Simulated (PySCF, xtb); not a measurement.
Si(F)(Br)(OH)(OMe) (CH₄BrFO₂Si), SMILES [Si](OC)(F)(O)Br.

GFN2-xTB (xtb 6.7.1) at its own geometry gives an orbital gap of 7.89 eV and a dipole moment of 4.72 D.

Coordinates come from a B3LYP-D3(BJ)/def2-SVP optimisation. The values are those of a single conformer.

**Question.** What does HF/def2-TZVP run with PySCF give? (The exact figures need the calculation; the answer reports its results.)

**Answer.** gap 15.19 eV (levels -11.89 and 3.30 eV), dipole 2.27 D.
